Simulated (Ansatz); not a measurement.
Question: Name a neutral molecule of Al, C, F and H with LUMO energy (B3LYP/def2-TZVPP) between -2.05 and -1.75 eV and HOMO–LUMO gap (B3LYP/def2-TZVPP) between 5.50 and 5.80 eV (Ansatz, PBE0-D4/def2-TZVP geometry).

Answer: `F[CH2][AlH2]` (-1.84 eV, 5.80 eV); `FC#[C][AlH2]` (-1.99 eV, 5.74 eV); `C/[C]([AlH2])=C\F` (-1.77 eV, 5.54 eV); `FC(F)=[CH][AlH2]` (-1.97 eV, 5.76 eV). Other molecules can fit too; these were computed, each in one conformer that needn't be the lowest.

B3LYP here is the variant with VWN-RPA as its local correlation; programs differ in this.
